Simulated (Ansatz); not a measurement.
`CC[SiH](C)C[SiH](C)C[SiH](C)C[SiH](C)C`. Charge 0, multiplicity 1. Geometry PBE-D4/def2-SVP, basis def2-TZVP, Ansatz.

```
run  HOMO (eV)  LUMO (eV)
  A      -7.33       0.49
  B      -6.57       0.55
  C     -10.41       3.31
  D      -6.32       0.00
  E      -7.52       0.77
  F      -7.01       0.79
```

B3LYP takes the VWN-RPA correlation. Single mean-field runs in def2-TZVP are fitted with def2-universal-jkfit.

Problem. The runs used B3LYP, HF, PBE, PBE0, r2SCAN, r2SCANh. Estimate which is which.

Solution. A B3LYP (20 % exact exchange); B r2SCAN (0 % exact exchange); C HF (100 % exact exchange); D PBE (0 % exact exchange); E PBE0 (25 % exact exchange); F r2SCANh (10 % exact exchange). Exact exchange lowers occupied and raises empty levels; among semilocal functionals meta-GGAs tend to open the gap a little, and such runs are hard to tell apart. The gap grows from 6.32 eV (PBE) to 13.71 eV (HF).
